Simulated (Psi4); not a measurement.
A dimer, CH3Cl ··· H6Si2 (SMILES CCl and [SiH3][SiH3]); the first 5 atoms form monomer A.

```
13

C     -0.1536    -0.0064    -0.0054
Cl     1.6381     0.0684     0.0574
H     -0.5073    -0.4920     0.8991
H     -0.4413    -0.5778    -0.8826
H     -0.5360     1.0078    -0.0684
Si     4.2389    -1.3079    -3.7013
Si     1.9592    -1.8362    -3.8418
H      4.5139    -0.5412    -2.4618
H      5.0540    -2.5470    -3.6828
H      4.6497    -0.4878    -4.8669
H      1.6822    -2.5929    -5.0871
H      1.1435    -0.5975    -3.8486
H      1.5510    -2.6661    -2.6822
```

What interaction energy does SAPT0/jun-cc-pVDZ, frozen core (Psi4 1.11) give, and which attractive term is the largest?

Total -0.93 kcal/mol: electrostatics -0.50, exchange 0.45, induction -0.09, dispersion -0.78. The most attractive term is dispersion.
